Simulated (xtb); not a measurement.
Job for xtb: GFN2-xTB on GeH4 (SMILES [GeH4]).

```
$ xtb mol.xyz --gfn 2 --opt tight --chrg 0 --uhf 0
5

Ge     0.00477511     0.02065655    -0.01446890
H     -0.64463956    -0.90168189    -1.07743386
H      0.58932460    -0.89903941     1.09602917
H     -1.11346113     0.91808728     0.57975857
H      1.16400098     0.86197747    -0.58388497
```

The head of its log:

```
[...]
           -------------------------------------------------
          |                Calculation Setup                |
           -------------------------------------------------



           -------------------------------------------------
          |                 G F N 2 - x T B                 |
           -------------------------------------------------

        Reference                      10.1021/acs.jctc.8b01176
      * Hamiltonian:
        H0-scaling (s, p, d)           1.850000    2.230000    2.230000
        zeta-weighting                 0.500000
      * Dispersion:
        s8                             2.700000
        a1                             0.520000
        a2                             5.000000
        s9                             5.000000
      * Repulsion:
        kExp                           1.500000    1.000000
        rExp                           1.000000
      * Coulomb:
        alpha                          2.000000
        third order                    shell-resolved
        anisotropic                    true
        a3                             3.000000
        a5                             4.000000
        cn-shift                       1.200000
        cn-exp                         4.000000
        max-rad                        5.000000


          ...................................................
          :                      SETUP                      :
          :.................................................:
          :  # basis functions                  14          :
          :  # atomic orbitals                  13          :
          :  # shells                            7          :
          :  # electrons                         8          :
          :  max. iterations                   250          :
          :  Hamiltonian                  GFN2-xTB          :
          :  restarted?                      false          :
          :  GBSA solvation                  false          :
          :  PC potential                    false          :
          :  electronic temp.          300.0000000     K    :
          :  accuracy                    1.0000000          :
          :  -> integral cutoff          0.2500000E+02      :
          :  -> integral neglect         0.1000000E-07      :
          :  -> SCF convergence          0.1000000E-05 Eh   :
          :  -> wf. convergence          0.1000000E-03 e    :
          :  Broyden damping             0.4000000          :
          :  net charge                          0          :
          :  unpaired electrons                  0          :
          ...................................................

 iter      E             dE          RMSdq      gap      omega  full diag
   1     -3.9526562 -0.395266E+01  0.271E+00    8.32       0.0  T
   2     -3.9574388 -0.478258E-02  0.132E+00    7.86       1.0  T
```

Task: Predict the final total energy.

Result: -3.9479 hartree.
